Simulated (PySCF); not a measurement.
Interval between two levels of Sc by level of theory

Sc [Ar] 3d1 4s2 [2D5/2, M_J = 5/2] → Sc [Ar] 3d2 4s1 [4F9/2, M_J = 9/2], as a difference of total energies. Computed with PySCF 2.14 in x2c-SVPall-2c with one added diffuse shell each of s, d type (6s5p4d1f, 48 functions), with the two-component X2C-1e Hamiltonian. Correlated levels: [Ne] frozen; the 6 highest virtual spinors dropped. "Screened" scales the spin-orbit matrix elements by Boettger's factors to mimic the two-electron term; Breit and QED terms are absent.

| method | interval between two levels (cm⁻¹) |
| --- | --- |
| GHF (spin-free) | 9274.8 |
| GMP2 (spin-free) | 12708 |
| GHF (screened spin-orbit) | 9272.5 |
| GMP2 (screened spin-orbit) | 12710 |

Errors of the correlated levels include the incompleteness of this basis and the frozen core.

The labels give the starting determinants; with spin-orbit coupling the two ends relaxed to ⟨J²⟩ = 8.80, ⟨L²⟩ = 6.04, ⟨S²⟩ = 0.76 and ⟨J²⟩ = 24.75, ⟨L²⟩ = 12.00, ⟨S²⟩ = 3.75.

For comparison: 11509 cm⁻¹ (measured; NIST Handbook of Basic Atomic Spectroscopic Data (Sansonetti and Martin, J. Phys. Chem. Ref. Data 34, 1559 (2005))).
